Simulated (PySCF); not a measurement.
Ge(F)2 cation (F2Ge), SMILES [F][Ge][F] (connectivity only; charge and spin as stated), charge +1, multiplicity 2. Atoms are numbered in the order given.

```xyz
3

Ge     0.0000     0.0000     0.3174
F      0.0000    -1.4444    -0.5643
F      0.0000     1.4444    -0.5643
```
Charge +1, spin multiplicity 2.

Geometry: B3LYP-D3(BJ)/def2-TZVP. The multiplicity is an assumed one; other spin states were not compared. The isomer is the one that the SMILES or the coordinates give; other isomers of the formula were not compared.

These are PBE/def2-TZVPD (PySCF) values and carry that method's errors.

Mulliken values depend strongly on the basis, most of all with diffuse functions as here. ESP charges are fitted to the potential on shells at 1.4 to 2.0 van der Waals radii. Atomic charges (e):

| atom | Mulliken | ESP fit | Mulliken spin |
|---|---|---|---|
| Ge1 | 1.13 | [?] | 0.65 |
| F2 | -0.06 | [?] | 0.18 |
| F3 | -0.06 | [?] | 0.18 |

**Question.** What belongs in the gaps? (Estimate from the structure and the level; the computed values follow.)

**Answer.** 
- Ge1, ESP fit: 1.22
- F2, ESP fit: -0.11
- F3, ESP fit: -0.11
